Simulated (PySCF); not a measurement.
Se(H)(SeH) (H₂Se₂), SMILES [SeH][SeH]. Geometry: PBE0-D3(BJ)/def2-TZVP.

Method: PBE0-D3(BJ)/def2-TZVP (PySCF).

Harmonic wavenumbers (cm⁻¹): 302, 375, 749, 750, 2408, 2409. Rotational constants (GHz): 118.8, 2.307, 2.307; symmetry number 2.

Work out the zero-point energy and the ideal-gas rigid-rotor harmonic-oscillator thermochemistry at 298.15 K and 1 atm.

ZPE = ½ Σ hcν = ½ × 6992 cm⁻¹ = 10.00 kcal/mol. H − E(el) = 12.96 kcal/mol. Entropy in cal/(mol K): translation 41.12, rotation 22.37, vibration 2.97, total 66.46. G − E(el) = -6.86 kcal/mol. Cp = 12.62 cal/(mol K).
